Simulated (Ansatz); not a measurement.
Start from `C[SiH2]OC(F)(F)F` and change one atom or group to get `O=C(F)C(F)(F)F`.

Ansatz, PBE0-D4/def2-TZVP geometries, multiplicity 1. Each molecule was computed in one conformer, which needn't be the lowest.

| property | `C[SiH2]OC(F)(F)F` |
| --- | --- |
| size of the dipole moment (B3LYP/def2-TZVPP) / D | 2.67 |
| HOMO energy (PBE0/def2-TZVPP) / eV | -9.31 |
| HOMO energy (ωB97M-V/def2-TZVPP) / eV | -11.60 |
| LUMO energy (B3LYP/def2-TZVPP) / eV | 0.15 |
| size of the dipole moment (ωB97M-V/def2-TZVPP) / D | 2.64 |
| HOMO–LUMO gap (PBE/def2-TZVPP) / eV | 7.34 |

Question: Give the same properties after the change, and the shifts. (Best estimate.)

Answer: Computed: 
```csv
property,`O=C(F)C(F)(F)F`,shift
size of the dipole moment (B3LYP/def2-TZVPP) / D,0.73,-1.94
HOMO energy (PBE0/def2-TZVPP) / eV,-10.10,-0.79
HOMO energy (ωB97M-V/def2-TZVPP) / eV,-12.53,-0.93
LUMO energy (B3LYP/def2-TZVPP) / eV,-2.12,-2.27
size of the dipole moment (ωB97M-V/def2-TZVPP) / D,0.74,-1.90
HOMO–LUMO gap (PBE/def2-TZVPP) / eV,5.36,-1.98
```

With PBE0 the HOMO falls by 0.79 eV and the LUMO falls by 2.18 eV, so the gap narrows by about 1.39 eV. PBE moves the HOMO by -0.44 eV and ωB97M-V by -0.93 eV. Dipoles are sizes alone; their direction can turn.

B3LYP here is the variant with VWN-RPA as its local correlation; programs differ in this.
